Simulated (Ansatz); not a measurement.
Cost and result for the atomization energy of `O=C=[N][SnH][Cl]` radical (6 atoms, 5 bonds).

Cartesian coordinates in Å:
```
O -0.927 2.401 1.196
C -0.783 1.459 0.525
N -0.706 0.486 -0.183
Sn 0.770 -0.717 -0.873
Cl 1.722 -1.657 1.045
H -0.076 -1.972 -1.710
```

Charge 0, multiplicity 2. Correlated methods include outer-core shells of Sn, which these sets cover unevenly. Sn: def2 effective core potential. Geometry: relaxed with PBE0-D4/def2-TZVP. It is one conformer, not always the lowest. Program: Ansatz. All runs use 4 threads of an INTEL XEON PLATINUM 8581C on a shared host. Times are those of one run each, without the atoms' runs, and a repeat can differ threefold. Electronic energies, without spin–orbit coupling; frozen cores. CCSD(T)/CBS adds CCSD(T) − MP2 in def2-TZVPP to the MP2 limit, and its time is that of the two runs behind it. T1 = 0.017; ⟨S²⟩ of the reference is 0.76. With those shells the extrapolation isn't a true limit.

CCSD(T)/CBS is a level of theory with its own doubt, some kJ/mol a heavy atom from the limit and from the frozen cores, so smaller differences don't rank the functionals.

```csv
level,functions,wall time,atomization (kcal/mol),difference from CCSD(T)/CBS,per bond
BLYP-D4/def2-TZVPP,199,1.8 s,547.7,16.4,3.3
PBE-D4/def2-TZVPP (with forces),199,2 s,566.8,35.5,7.1
PBE0-D4/def2-TZVPP,199,2.7 s,538.6,7.3,1.5
r2SCAN-D4/def2-TZVPP (with forces),199,3.8 s,541.2,9.9,2.0
BHLYP-D4/def2-TZVPP,199,3.8 s,500.1,-31.2,-6.2
PBE-QIDH/def2-TZVPP,199,4.5 s,527.0,-4.3,-0.8
r2SCANh-D4/def2-TZVPP,199,4.6 s,531.5,0.2,0.1
B97M-V/def2-TZVPP,199,5 s,544.8,13.5,2.7
ωB97X-V/def2-TZVPP,199,6.5 s,537.6,6.3,1.3
CCSD(T)/def2-SVP,91,8.5 s,486.9,-44.4,-8.9
MP2/def2-QZVPP,353,12 s,546.9,15.6,3.1
CCSD(T)/def2-TZVPP,199,3.5 min,510.1,-21.2,-4.2
CCSD(T)/CBS(def2),–,3.7 min,531.3,0.0,0.0
```

From r2SCAN to r2SCAN0 (25 % exact exchange), in def2-TZVPP and without D4, the atomization energy moves by −23.8 kcal/mol: exact exchange takes away binding that semilocal exchange gives to molecules. At CCSD(T), def2-SVP lies −44.4 kcal/mol from the extrapolated value and def2-TZVPP −21.2 kcal/mol: correlation converges slowly with the basis, and small sets miss more of it in the bonded molecule than in its fragments. Leaving LDA and LC-ωPBE aside and taking each functional with its dispersion term where it has one, the values spread over 66.7 kcal/mol, from BHLYP-D4 to PBE-D4. LDA lies +83.5 kcal/mol from PBE without D4, its usual overbinding.

Spin–orbit coupling would lower the free Sn atoms strongly, and the atomization energy with them, by more than many differences here. For some Ge, Se and Sn compounds the MP2-based and the directly extrapolated limit differ by 10 to 25 kJ/mol.
